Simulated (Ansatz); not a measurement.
Two isomers of CH4GeO2: A = `O=C[O][GeH3]`, B = `C1[O][GeH2][O]1`.

Program: Ansatz. Geometries: PBE0-D4/def2-TZVP. ΔE: electronic, gas phase. CCSD(T)/CBS is the MP2 limit (def2-TZVPP, def2-QZVPP) plus CCSD(T) − MP2 in def2-TZVPP, frozen cores. DFT in def2-TZVPP. B3LYP here is the variant with VWN-RPA as its local correlation; programs differ in this. For Ge outer-core shells are correlated without core-valence functions, which leaves a few kJ/mol of doubt a bond. Scalar relativity is left out up to krypton. Each species was taken in one conformer, which may not be the lowest.

A:

Z-matrix (Å, degrees):
```
Ge
O 1 1.840
H 1 1.528 2 108.6
H 1 1.531 2 100.3 3 118.0
H 1 1.528 2 108.6 3 -124.0
C 2 1.318 1 113.7 3 62.0
O 6 1.203 2 124.7 1 0.0
H 6 1.101 2 111.6 1 -180.0
```

B:

```xyz
8

C     0.719    0.365   -0.790
O     0.940    0.255    0.613
Ge   -0.733   -0.372    0.804
O    -0.618   -0.091   -0.967
H     1.421   -0.272   -1.343
H     0.817    1.409   -1.115
H    -0.844   -1.843    1.237
H    -1.703    0.550    1.561
```

Task: Which is lower in electronic energy at CCSD(T)/CBS, and by how much? (Best estimate.)

Result: Ansatz gave: A, by 58.3 kJ/mol.

Task: Give E(B) − E(A) in kJ/mol with ωB97M-V, PBE0-D4, B3LYP-D4, BLYP-D4, HF/def2-TZVPP, LDA (SPW92), MP2/def2-TZVPP. (An estimate is asked.)

Result: Ansatz gave: ωB97M-V 65.7, PBE0-D4 63.5, B3LYP-D4 77.8, BLYP-D4 87.1, HF/def2-TZVPP 76.7, LDA (SPW92) 64.4, MP2/def2-TZVPP 58.2. None reverses the order clearly.

Task: Does the order hold for the free energy at 298.15 K (harmonic terms from PBE0-D4)? (Best estimate.)

Result: Ansatz gave: Yes: G(B) − G(A) = +73.3 kJ/mol, for one conformer each.

Largest T1 diagnostic: 0.015.

From r2SCAN to r2SCAN0 (25 % exact exchange), in def2-TZVPP and without D4, E(B) − E(A) moves by −7.8 kJ/mol. Leaving LDA and LC-ωPBE aside and taking each functional with its dispersion term where it has one, the values, not all of them listed here, spread over 30.8 kJ/mol, from PBE-QIDH to BLYP-D4. LDA lies −9.5 kJ/mol from PBE without D4.
